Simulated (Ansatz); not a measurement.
`[NH2][Zr]([Cl])([Cl])[Cl]` + H–F → `[F][Zr]([Cl])([Cl])[Cl]` + NH₃ at 500 K and 1 bar (ligand exchange at a Zr–N bond).

Computed with Ansatz on PBE0-D4/def2-TZVP structures; ΔE is electronic, products minus reactants. CBS: MP2 limit from def2 TZ/QZ plus the TZ coupled-cluster correction, frozen cores. This one scheme is used for every species. def2 core potentials past Kr. For Zr outer-core shells are correlated without core-valence functions, which leaves a few kJ/mol of doubt a bond. One conformer a species, not always the lowest.

```
                    species  CCSD(T)/CBS energy (Eh)  H − E (kJ/mol)  S (J/(mol·K))
`[NH2][Zr]([Cl])([Cl])[Cl]`              -1482.50761           123.1          473.4
                        H–F               -100.39570            39.4          188.7
  `[F][Zr]([Cl])([Cl])[Cl]`              -1526.43176            57.0          419.9
                        NH₃                -56.50880           108.2          211.8
```

H − E and S are ideal-gas, rigid-rotor, harmonic terms from PBE0-D4/def2-TZVP, for one conformer and one mirror image of each species. 1 Eh = 2625.50 kJ/mol, R = 8.31446 J/(mol·K).

By hand: ΔE, ΔH, ΔS and ΔG.

ΔE = (-1526.43176) + (-56.50880) − (-1482.50761) − (-100.39570) = -0.03725 Eh = -97.8 kJ/mol. Δ(H − E) = 57.0 + 108.2 − 123.1 − 39.4 = 2.7, so ΔH = -95.1 kJ/mol. ΔS = 419.9 + 211.8 − 473.4 − 188.7 = -30.4 J/(mol·K). ΔG = -95.1 − 500 × (-30.4)/1000 = -79.9 kJ/mol.

By hand: the equilibrium constant, and the temperature at which ΔG would vanish if ΔH and ΔS stayed fixed.

log₁₀ K = −ΔG/(RT ln 10) = 8.3. ΔG = 0 at ΔH/ΔS = 3128 K, far beyond where these terms or the molecules hold.

ΔH outweighs TΔS. A doubt of 5 kJ/mol in ΔE shifts log₁₀ K by 0.5 here. Other conformers and mirror images would add mixing entropy, several J/(mol·K) or more a flexible species. Modes under 60 cm⁻¹, often nearly free rotors, make the harmonic entropy too high. These are equilibria of isolated gas molecules and say nothing of rates. Largest T1 diagnostic: 0.016 (customary marks: 0.02 for closed shells, 0.045 for open ones).
